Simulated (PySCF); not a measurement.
A structure optimised at B3LYP-D3(BJ)/def2-SVP, used in a PySCF frequency run:

```
C
H 1 1.0965
H 1 1.0966 2 110.99
H 1 1.1000 2 110.19 3 122.36
Te 1 2.1788 2 108.78 4 116.98
S 5 2.4406 1 96.58 2 55.29
H 6 1.3556 5 97.15 1 88.60
```

Write its SMILES and formula.

C[Te]S, CH4STe

What are its rotational constants (standard atomic weights)?

7.5342, 2.8808, 2.1442 GHz
